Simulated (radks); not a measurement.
Species: Fe8+. Configuration: [He] 2s2 2p5.5 3s2 3p6 4f0.5 (fractional occupations, a model configuration). Calculated with a radial shooting solver on a logarithmic mesh with Libxc functionals: scalar-relativistic Kohn-Sham, AM05, spin-polarised, spherical densities, finite nucleus; open shells are filled with parallel spins first; Fermi nuclear charge, rms radius 3.7377 fm.

Normalised radial functions P(r) = r R(r), r in bohr:

r	3p up
0.002501	0.0016
0.003672	0.0033
0.00539	0.0068
0.007914	0.0139
0.01162	0.0282
0.01692	0.0551
0.02484	0.1060
0.03648	0.1950
0.05355	0.3346
0.07862	0.5171
0.1154	0.6776
0.1695	0.6611
0.2488	0.2767
0.3653	-0.4732
0.5363	-1.1576
0.7873	-1.1935
1.147	-0.6485
1.684	-0.1607
2.472	-0.0138
3.629	-0.0003
5.327	0.0000

3p up: eigenvalue -230.92 eV, 1 radial node at r = 0.291 bohr, <r> = 0.742 bohr, 90 % of the charge inside 1.11 bohr.
